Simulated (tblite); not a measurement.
C₂H₁₂OSi₃.
Numbering: `[CH3:1][O:2][CH2:3][SiH:4]([SiH3:5])[SiH3:6]` (hydrogens: H7, H8, H9 on C1; H10, H11 on C3; H12 on Si4; H13, H14, H15 on Si5; H16, H17, H18 on Si6)

Computed with GFN2-xTB (tblite), gas phase: L-BFGS steps from a force-field or distance-geometry start until the largest atomic force falls under 0.01 eV/Å.

Step 8: E = -533.5534 eV
```
atom  x, y, z in Å  |  force x, y, z in eV/Å
C1     -3.1059    0.4721    0.2026    0.049   0.000  -0.054
O2     -1.8190    0.7138   -0.3077   -0.009  -0.067  -0.027
C3     -0.9412   -0.3622   -0.0415   -0.170   0.021   0.107
Si4     0.8127   -0.0134   -0.7230   -0.017  -0.151  -0.065
Si5     2.0445   -1.8789   -0.0972    0.119  -0.163   0.016
Si6     1.7338    1.8439    0.2938   -0.005   0.077   0.026
H7     -3.0809    0.3303    1.2931    0.001   0.150  -0.034
H8     -3.7227    1.3303   -0.0627    0.035  -0.043   0.084
H9     -3.5371   -0.4408   -0.2309   -0.005   0.041  -0.085
H10    -1.3849   -1.2934   -0.4270    0.121   0.000  -0.095
H11    -0.8762   -0.4928    1.0482    0.046  -0.089   0.136
H12     0.7027    0.0597   -2.1940   -0.064   0.039   0.043
H13     3.4471   -1.7535   -0.4942    0.019   0.006  -0.094
H14     2.1216   -2.0222    1.3602   -0.075  -0.021   0.045
H15     1.6024   -3.1887   -0.5889   -0.002   0.017  -0.003
H16     1.0952    3.1266    0.0022    0.053   0.036   0.040
H17     1.7461    1.6504    1.7500   -0.053   0.074   0.008
H18     3.1529    1.9252   -0.0746   -0.042   0.072  -0.048
```

Step 9: E = -533.5594 eV
```
atom  x, y, z in Å  |  force x, y, z in eV/Å
C1     -3.1027    0.4723    0.2004   -0.007  -0.013  -0.015
O2     -1.8161    0.7089   -0.3095   -0.063   0.035  -0.021
C3     -0.9449   -0.3649   -0.0383   -0.014  -0.019   0.094
Si4     0.8070   -0.0181   -0.7245    0.070  -0.086   0.044
Si5     2.0443   -1.8833   -0.0992    0.130  -0.147   0.045
Si6     1.7301    1.8477    0.2918    0.031   0.070   0.057
H7     -3.0802    0.3353    1.2923    0.012   0.120  -0.058
H8     -3.7184    1.3310   -0.0620    0.022  -0.012   0.050
H9     -3.5372   -0.4395   -0.2340    0.001   0.050  -0.059
H10    -1.3834   -1.2935   -0.4287    0.074  -0.076  -0.090
H11    -0.8757   -0.4983    1.0510    0.015  -0.079   0.127
H12     0.6958    0.0613   -2.1912   -0.072   0.036  -0.019
H13     3.4481   -1.7569   -0.4964   -0.006   0.008  -0.088
H14     2.1209   -2.0264    1.3605   -0.076  -0.013   0.006
H15     1.6060   -3.1959   -0.5876   -0.005   0.021  -0.007
H16     1.0975    3.1388    0.0055    0.071  -0.032   0.044
H17     1.7457    1.6563    1.7533   -0.059   0.078  -0.077
H18     3.1546    1.9315   -0.0750   -0.124   0.058  -0.034
```

Step 10: E = -533.5647 eV
```
atom  x, y, z in Å  |  force x, y, z in eV/Å
C1     -3.1003    0.4723    0.1981   -0.052  -0.009   0.013
O2     -1.8146    0.7050   -0.3114   -0.058   0.079   0.001
C3     -0.9483   -0.3676   -0.0337    0.125  -0.060   0.057
Si4     0.8034   -0.0239   -0.7249    0.128  -0.019   0.129
Si5     2.0466   -1.8898   -0.1000    0.104  -0.091   0.055
Si6     1.7273    1.8520    0.2909    0.033   0.027   0.052
H7     -3.0794    0.3420    1.2906    0.019   0.074  -0.054
H8     -3.7144    1.3314   -0.0604   -0.006   0.034   0.006
H9     -3.5373   -0.4374   -0.2379   -0.001   0.043  -0.032
H10    -1.3805   -1.2950   -0.4320    0.040  -0.103  -0.059
H11    -0.8750   -0.5047    1.0560   -0.027  -0.061   0.083
H12     0.6883    0.0634   -2.1891   -0.074   0.029  -0.044
H13     3.4490   -1.7596   -0.5002   -0.006   0.006  -0.081
H14     2.1187   -2.0303    1.3611   -0.068  -0.011  -0.013
H15     1.6089   -3.2019   -0.5867   -0.010   0.002  -0.016
H16     1.1008    3.1490    0.0093    0.072  -0.065   0.041
H17     1.7442    1.6630    1.7549   -0.060   0.077  -0.113
H18     3.1537    1.9383   -0.0761   -0.158   0.048  -0.027
```

Problem. Estimate the geometry and energy of step 11. (The exact step hangs on the optimiser's Hessian estimate; all steps are aligned on step 10, rigid shifts and turns removed.)

Solution. E = -533.5702 eV, largest force 0.226 eV/Å
```
atom  x, y, z in Å  |  force x, y, z in eV/Å
C1     -3.0982    0.4727    0.1955   -0.070   0.013   0.024
O2     -1.8130    0.7013   -0.3132   -0.002   0.060   0.037
C3     -0.9503   -0.3722   -0.0280    0.206  -0.083   0.006
Si4     0.8022   -0.0301   -0.7229    0.154   0.041   0.160
Si5     2.0503   -1.8987   -0.1004    0.054  -0.018   0.046
Si6     1.7243    1.8582    0.2906    0.007  -0.033   0.021
H7     -3.0780    0.3505    1.2879    0.018   0.017  -0.027
H8     -3.7095    1.3330   -0.0592   -0.040   0.081  -0.041
H9     -3.5375   -0.4343   -0.2427   -0.012   0.027  -0.004
H10    -1.3772   -1.2988   -0.4361    0.027  -0.085  -0.006
H11    -0.8751   -0.5134    1.0628   -0.073  -0.039   0.014
H12     0.6777    0.0663   -2.1873   -0.064   0.019  -0.018
H13     3.4497   -1.7633   -0.5056    0.011   0.003  -0.074
H14     2.1155   -2.0356    1.3610   -0.053  -0.013  -0.010
H15     1.6128   -3.2097   -0.5856   -0.017  -0.022  -0.027
H16     1.1062    3.1604    0.0148    0.055  -0.075   0.029
H17     1.7417    1.6726    1.7544   -0.058   0.068  -0.102
H18     3.1498    1.9473   -0.0775   -0.145   0.038  -0.029
```

The energy changes by -0.0055 eV. The first-order estimate −F·Δx gives -0.0076 eV and the mean of the old and new forces, exact on a quadratic surface, -0.0055 eV. The step makes an angle of 63° with the force vector and moves no atom by more than 0.014 Å.

The cost below is that of the whole relaxation. Time: 0.93 s wall. Hardware: one thread of an Arm Neoverse V2, no GPU (shared host).
